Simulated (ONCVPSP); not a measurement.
## An all-electron radial function and its pseudo partner (titanium)

Columns: radius, all-electron u(r) and pseudo u(r) of the 3s shell (level -63.97 eV) of titanium in the configuration [Ne] 3s2 3p6 3d2 4s1.75; LDA (Perdew-Wang 92), scalar-relativistic, ONCV scheme, ONCVPSP 4.0.1.

| r (bohr) | all-electron | pseudo |
| --- | --- | --- |
| 0.075 | 0.1299 | 0.0513 |
| 0.150 | -0.4061 | 0.1143 |
| 0.225 | -0.5832 | 0.1976 |
| 0.300 | -0.4324 | 0.3047 |
| 0.375 | -0.1209 | 0.4330 |
| 0.450 | 0.2252 | 0.5743 |
| 0.525 | 0.5353 | 0.7170 |
| 0.600 | 0.7795 | 0.8482 |
| 0.675 | 0.9504 | 0.9563 |
| 0.750 | 1.0542 | 1.0335 |
| 0.825 | 1.1020 | 1.0762 |
| 0.900 | 1.1060 | 1.0852 |
| 0.975 | 1.0778 | 1.0645 |
| 1.050 | 1.0273 | 1.0203 |
| 1.125 | 0.9627 | 0.9597 |
| 1.200 | 0.8901 | 0.8891 |
| 1.275 | 0.8142 | 0.8139 |
| 1.350 | 0.7382 | 0.7381 |
| 1.425 | 0.6645 | 0.6644 |
| 1.500 | 0.5945 | 0.5944 |
| 1.575 | 0.5291 | 0.5291 |
| 1.650 | 0.4689 | 0.4688 |
| 1.725 | 0.4140 | 0.4139 |
| 1.800 | 0.3643 | 0.3643 |
| 1.875 | 0.3197 | 0.3197 |
| 1.950 | 0.2799 | 0.2799 |

Q: How many radial nodes do the two functions have?

A: The all-electron 3s function has n − l − 1 = 2; the pseudo-wave has 0, since the states of the same l below it are removed with the core.

Q: At about which radius was the pseudo-wave matched?

A: 1.40 bohr. The columns agree to 0.0005 from 1.27 bohr on; several derivatives are matched, so the curves merge somewhat inside the radius.

Q: Is the pseudo-wave norm-conserving?

A: Yes: the ONCV scheme keeps the norm inside the radius equal to the all-electron one, which fixes the energy derivative of the logarithmic derivative at the level.
